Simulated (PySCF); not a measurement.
# Working out the excitation energy of Si

Si [Ne] 3s2 3p2 (3P) → Si [Ne] 3s1 3p2 3d1 (high-spin determinant). All numbers are calculated (PySCF 2.14, the spin-free X2C one-electron Hamiltonian (Gaussian nucleus), in x2c-TZVPPall with one added diffuse shell each of s, p, d type (6s6p4d1f, 51 functions)). Frozen: [Ne]. Energies in hartree (1 hartree = 27.21139 eV):

```
            part   Si (lower)   Si (upper)
             UHF  -289.454361  -289.078183
CCSD correlation    -0.074284    -0.032330
             (T)    -0.002507    -0.003450
```

Question: What does Hartree-Fock give?

Answer: (-289.078183) − (-289.454361) = 0.376178 hartree = 10.236 eV.

Question: What do CCSD and CCSD(T) give?

Answer: The CCSD correlation energies differ by 0.041954 hartree = 1.142 eV and the triples by -0.000943 hartree = -0.026 eV, so CCSD gives 11.378 eV and CCSD(T) 11.352 eV.

One determinant mixes LS terms, so it does not stand for a single term.

The upper state lies above the first ionisation limit, but in LS coupling its spin forbids autoionisation to the ground ion.

The coupled-cluster amplitudes are large, so a single reference is strained.
